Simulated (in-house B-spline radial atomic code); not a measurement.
Orbital energies and mean radii along the 27-electron series, configuration [Ar] 3d9. The effective charge is n√(-2ε), a non-relativistic measure. Computed with a radial B-spline atomic code at the basis-set limit: Dirac-Hartree-Fock, average of the configuration, finite nuclei.

| ion | Z | energy of 3s1/2 (Eh) | mean radius of 3s1/2 (bohr) | energy of 2p1/2 (Eh) | mean radius of 2p1/2 (bohr) | energy of 3d3/2 (Eh) | mean radius of 3d3/2 (bohr) | effective charge of 3s1/2 |
| --- | --- | --- | --- | --- | --- | --- | --- | --- |
| Rb10+ | 37 | -19.611 | 0.50071 | -77.559 | 0.15217 | -11.808 | 0.49499 | 18.788 |
| Sr11+ | 38 | -21.868 | 0.48213 | -83.867 | 0.14737 | -13.639 | 0.47062 | 19.84 |
| Zr13+ | 40 | ? | ? | ? | ? | ? | ? | ? |
| Nb14+ | 41 | ? | ? | ? | ? | ? | ? | ? |
| Mo15+ | 42 | -32.129 | 0.41911 | -111.95 | 0.13063 | -22.117 | 0.39417 | 24.048 |
| Tc16+ | 43 | -35.004 | 0.4057 | -119.69 | 0.12696 | -24.524 | 0.37894 | 25.101 |
| Ru17+ | 44 | -38.003 | 0.39307 | -127.72 | 0.12347 | -27.046 | 0.36488 | 26.154 |
| Rh18+ | 45 | ? | ? | ? | ? | ? | ? | ? |
| Pd19+ | 46 | -44.377 | 0.36989 | -144.67 | 0.11698 | -32.432 | 0.33975 | 28.263 |
| Ag20+ | 47 | -47.753 | 0.35923 | -153.59 | 0.11395 | -35.297 | 0.32847 | 29.318 |

(1) Fill in the row of Zr13+.

(2) Fill in the row of Nb14+.

(3) Fill in the row of Rh18+.

(4) How does the screening of 3s1/2 change?

Results:

(1) energy of 3s1/2 (Eh): -26.752; mean radius of 3s1/2 (bohr): 0.44857; energy of 2p1/2 (Eh): -97.336; mean radius of 2p1/2 (bohr): 0.13855; energy of 3d3/2 (Eh): -17.648; mean radius of 3d3/2 (bohr): 0.42883; effective charge of 3s1/2: 21.944.

(2) energy of 3s1/2 (Eh): -29.379; mean radius of 3s1/2 (bohr): 0.43337; energy of 2p1/2 (Eh): -104.5; mean radius of 2p1/2 (bohr): 0.13448; energy of 3d3/2 (Eh): -19.825; mean radius of 3d3/2 (bohr): 0.41074; effective charge of 3s1/2: 22.996.

(3) energy of 3s1/2 (Eh): -41.127; mean radius of 3s1/2 (bohr): 0.38115; energy of 2p1/2 (Eh): -136.05; mean radius of 2p1/2 (bohr): 0.12015; energy of 3d3/2 (Eh): -29.682; mean radius of 3d3/2 (bohr): 0.35186; effective charge of 3s1/2: 27.208.

(4) Z less the effective charge goes from 18.21 at Z = 37 to 17.68 at Z = 47.
